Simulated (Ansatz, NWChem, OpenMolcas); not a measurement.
# CH3Cl3Si (methyltrichlorosilane): the HOMO–LUMO gap, rung by rung

CH3Cl3Si has 8 atoms, charge 0, and is taken as a singlet. As SMILES, `C[Si](Cl)(Cl)Cl`. The coordinates come from a PBE0-D4/def2-TZVP relaxation.

Quantity: the HOMO–LUMO gap, in eV. The values are calculated.

| level | kind | program | value (eV) |
| --- | --- | --- | --- |
| BLYP/cc-pVDZ | GGA | Ansatz | 6.99 |
| M06-L/cc-pVDZ | meta-GGA | OpenMolcas | 7.83 |
| B3LYP/cc-pVDZ | global hybrid | Ansatz | 8.95 |
| M06-2X/cc-pVDZ | hybrid meta-GGA | NWChem | 11.75 |
| PBE0/cc-pVDZ | global hybrid | Ansatz | 9.51 |
| HSE06/cc-pVDZ | range-separated hybrid | Ansatz | 8.72 |
| B2PLYP/cc-pVDZ | double hybrid | OpenMolcas | 12.22 |
| PBE-QIDH/cc-pVDZ | double hybrid | Ansatz | 13.92 |

The values span 6.99 to 13.92 eV. Orbital gaps aren't excitation energies, and those of double hybrids come from the SCF part alone; they tend to grow with the share of exact exchange.
